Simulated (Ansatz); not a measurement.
`OB(O)c1cccs1`: the same geometry under several functionals.

```yaml
crystal:
  periodic: [false, false, false]
  atoms:
    - {symbol: O, position_ang: [-0.521238, 2.525898, 0.588319]}
    - {symbol: B, position_ang: [-0.792003, 1.231508, 0.938896]}
    - {symbol: O, position_ang: [-1.644567, 1.010402, 1.976591]}
    - {symbol: C, position_ang: [-0.174311, 0.011020, 0.210910]}
    - {symbol: C, position_ang: [0.702475, -0.017758, -0.849006]}
    - {symbol: C, position_ang: [1.059456, -1.318233, -1.260446]}
    - {symbol: C, position_ang: [0.445868, -2.277700, -0.503552]}
    - {symbol: S, position_ang: [-0.548722, -1.592344, 0.688700]}
    - {symbol: H, position_ang: [0.084849, 2.610832, -0.149081]}
    - {symbol: H, position_ang: [-1.971527, 1.829364, 2.358486]}
    - {symbol: H, position_ang: [1.087922, 0.875141, -1.328858]}
    - {symbol: H, position_ang: [1.736156, -1.538255, -2.075328]}
    - {symbol: H, position_ang: [0.535640, -3.349885, -0.595630]}
basis:
  gaussian: {orbitals: def2-TZVPP}
hamiltonian: {xc: pbe0, dispersion: d4}
output: {orbitals: {seedname: orbitals}}
```

```sh
$ ansatz run in.yaml --threads 2 --pin off --events-out ev --progress --plain --max-ram 22528MiB --backend cuda --devices 0, --max-vram 18GiB
```

Shortened log:

```
Functional definition: PBE0
1801 factors; their error is unknown
mean field evaluation 1: about -19811.0047 eV, gradient 9.2e1 eV
mean field evaluation 2: about -19786.9687 eV, gradient 1.4e2 eV
mean field evaluation 4: about -19827.7930 eV, gradient 1.3e1 eV
mean field evaluation 8: about -19828.2062 eV, gradient 3.8e-1 eV
mean field evaluation 16: about -19828.2335 eV, gradient 1.1e-3 eV
mean field -19828.23354033 eV, -728.6741425477 hartree, gradient 6.0e-5 eV, S^2 0.000000; 0 other end points of the search recorded, 0 dependent functions left out
reference -19828.23357365 eV, -728.6741437720 hartree; 33, 33 occupied and 296, 296 virtual orbitals, 1801 factors
Total energy: -19828.55698105 eV, -728.6860287749 hartree
```

Run time 2.1 s (2 threads of an AMD EPYC 7R13 on a shared host and a share of an NVIDIA H100 80 GB); peak host memory 0.89 GiB.

Changing it to `hamiltonian: {xc: r2scan, dispersion: d4}` and forces (abridged; 2.4 s):

```
Functional definition: r2SCAN
mean field evaluation 16: about -19836.8033 eV, gradient 1.9e-3 eV
mean field -19836.80332286 eV, -728.9890762467 hartree, gradient 2.8e-5 eV, S^2 0.000000
Total energy: -19836.89964423 eV, -728.9926159920 hartree
Atom 0 force     0.016989     0.182008    -0.024011 eV/Å
Atom 1 force     0.083211    -0.160775    -0.097466 eV/Å
Atom 2 force    -0.113894    -0.067620     0.138818 eV/Å
Atom 3 force    -0.138380     0.271159     0.162849 eV/Å
Atom 4 force     0.164328     0.051185    -0.199433 eV/Å
Atom 5 force     0.139822     0.110437    -0.171157 eV/Å
Atom 6 force     0.010173    -0.301227    -0.007551 eV/Å
Atom 7 force    -0.165584    -0.133150     0.202279 eV/Å
Atom 8 force     0.021083    -0.000556    -0.025383 eV/Å
Atom 9 force    -0.009624     0.032480     0.011235 eV/Å
Atom 10 force    -0.002803     0.008135     0.003318 eV/Å
Atom 11 force    -0.000905    -0.003256     0.001059 eV/Å
Atom 12 force    -0.004417     0.011180     0.005443 eV/Å
Dipole moment:     0.217674     0.106950    -0.266064 e Å
```
